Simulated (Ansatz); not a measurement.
Cost and result for the atomization energy of CH$_{6}$FGeNSi, SMILES `N[Si@H]1[GeH2][C@@H]1F` (11 atoms, 11 bonds).

Z-matrix (Å, degrees):
```
Si
Ge 1 2.340
C 1 1.862 2 56.6
N 1 1.705 2 138.1 3 105.5
H 1 1.481 2 106.9 3 -107.4
H 2 1.536 1 114.4 3 105.4
H 2 1.535 1 133.7 3 -83.8
F 3 1.374 1 125.9 2 -124.8
H 3 1.098 1 111.8 2 97.4
H 4 1.007 1 120.2 2 120.9
H 4 1.006 1 122.0 2 -29.7
```

Total charge 0; spin multiplicity 1. Correlated methods include outer-core shells of Ge, which these sets cover unevenly. Scalar relativity is left out up to krypton. The structure was optimised at the PBE0-D4/def2-TZVP level. It is one conformer, not always the lowest. Program: Ansatz. All runs use 4 threads of an Arm Neoverse V1 on a shared host. Times are those of one run each, without the atoms' runs, and a repeat can differ threefold. Electronic energies, without spin–orbit coupling; frozen cores. CCSD(T)/CBS adds CCSD(T) − MP2 in def2-TZVPP to the MP2 limit, and its time is that of the two runs behind it. T1 = 0.013. With those shells the extrapolation isn't a true limit. B3LYP takes the VWN-RPA correlation (the form of Gaussian; ORCA's B3LYP/G).

CCSD(T)/CBS is a level of theory with its own doubt, some kJ/mol a heavy atom from the limit and from the frozen cores, so smaller differences don't rank the functionals.

```
                             level  functions  wall time
   PBE-D4/def2-TZVPP (with forces)        267      3.6 s
                PBE0-D4/def2-TZVPP        267      4.7 s
 B3LYP-D4/def2-TZVPP (with forces)        267      7.5 s
r2SCAN-D4/def2-TZVPP (with forces)        267      7.5 s
                 B2PLYP/def2-TZVPP        267        9 s
                ωB97X-V/def2-TZVPP        267       12 s
  ωB97M-V/def2-TZVPP (with forces)        267       18 s
                    MP2/def2-QZVPP        510       37 s
                CCSD(T)/def2-TZVPP        267    6.6 min
                 CCSD(T)/CBS(def2)          –    7.2 min
```

What atomization energy does each give, and how far from CCSD(T)/CBS? (An estimate is asked.)

Computed: 
| level | atomization (kJ/mol) | difference from CCSD(T)/CBS | per bond |
| --- | --- | --- | --- |
| PBE-D4/def2-TZVPP (with forces) | 3628.6 | 64.3 | 5.8 |
| PBE0-D4/def2-TZVPP | 3550.0 | -14.3 | -1.3 |
| B3LYP-D4/def2-TZVPP (with forces) | 3547.6 | -16.7 | -1.5 |
| r2SCAN-D4/def2-TZVPP (with forces) | 3565.5 | 1.2 | 0.1 |
| B2PLYP/def2-TZVPP | 3503.4 | -60.9 | -5.5 |
| ωB97X-V/def2-TZVPP | 3581.8 | 17.5 | 1.6 |
| ωB97M-V/def2-TZVPP (with forces) | 3557.6 | -6.7 | -0.6 |
| MP2/def2-QZVPP | 3561.8 | -2.5 | -0.2 |
| CCSD(T)/def2-TZVPP | 3454.4 | -109.9 | -10.0 |
| CCSD(T)/CBS(def2) | 3564.3 | 0.0 | 0.0 |

The D4 term adds +38.7 kJ/mol with B3LYP and +20.3 kJ/mol with PBE0; it sums over pairs of atoms, weighted by their polarisabilities, and B3LYP, whose exchange is more repulsive, gets the larger term. From PBE to PBE0 (25 % exact exchange), in def2-TZVPP and without D4, the atomization energy moves by −75.0 kJ/mol: exact exchange takes away binding that semilocal exchange gives to molecules. In def2-TZVPP, CCSD(T) changes the Hartree–Fock value by +1032.0 kJ/mol (the triples alone add +63.4 kJ/mol) and MP2 by +1074.4 kJ/mol; breaking electron pairs costs correlation energy, which Hartree–Fock lacks.
